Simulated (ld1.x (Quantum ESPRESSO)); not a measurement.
What the settings do to the TM potential of phosphorus (P)

Base potential:

- Element: phosphorus (P)
- Generator: ld1.x (Quantum ESPRESSO) 7.5
- Type: norm-conserving Troullier–Martins (Kleinman–Bylander form)
- Functional: PBEsol
- Relativity: scalar-relativistic
- Frozen core: [Ne]
- Valence charge: 5
- Reference configuration: 3s2 3p3
- Partial waves: 3s (bound): rc 1.70 bohr; 3p (bound): rc 1.55 bohr
- Local potential: all-electron potential smoothed inside 1.50 bohr (lloc = -1)
- Core correction: Bessel-smoothed model core, default radius (core density twice the valence density)

Cutoffs, loose and tight: the cutoffs (Ry, on a coarse ladder) from which the occupation-weighted sum of valence levels, in a spherical-Bessel basis at the reference potential, stays within 10 and 1 mRy of its value at 400 Ry. They do not see the model core or the augmentation charge, which bear on the density cutoff. Test errors are all-electron minus pseudo excitation energies from the reference, over the configurations 3s2 3p2; 3s2 3p1; 3s2 3p0; 3s2 3p2.5; 3s1 3p4; 3s2 3p3.3; 3s0 3p5. A dash means not determined; rows that change the core or the reference have their own tests.

| change | outcome | cutoff, loose | cutoff, tight | bound ghosts | largest test error (meV) |
| --- | --- | --- | --- | --- | --- |
| base | generated | 18 Ry | 45 Ry | none | +97 |
| wave 3s (bound): rc 1.70 bohr becomes 3s (bound): rc 1.16 bohr | generated | 55 Ry | 140 Ry | none | +109 |
| wave 3s (bound): rc 1.70 bohr becomes 3s (bound): rc 1.50 bohr | generated | 21 Ry | 50 Ry | none | +88 |
| wave 3s (bound): rc 1.70 bohr becomes 3s (bound): rc 1.66 bohr | generated | 18 Ry | 50 Ry | none | +94 |
| wave 3s (bound): rc 1.70 bohr becomes 3s (bound): rc 2.02 bohr | generated | 18 Ry | 40 Ry | none | +137 |
| wave 3s (bound): rc 1.70 bohr becomes 3s (bound): rc 2.20 bohr | generated | 15 Ry | 35 Ry | none | +186 |
| wave 3s (bound): rc 1.70 bohr becomes 3s (bound): rc 2.52 bohr | generated | 10 Ry | 25 Ry | none | +273 |

Reading the sweep of the s radius (base included, trends over the rows without a ghost): The loose cutoff falls from 55 Ry at 1.16 to 10 Ry at 2.52 bohr. A larger radius leaves more room for a smooth pseudo-wave, so fewer plane waves are needed; a smaller one forces it to follow the all-electron wave where it bends sharply. The median size of the test errors (rows with all tests solved) rises from 4.3 meV at 1.16 to 32.2 meV at 2.52 bohr, with one reversal. More of the atom is replaced by a form fitted at one configuration, so other configurations suffer as the radius grows.
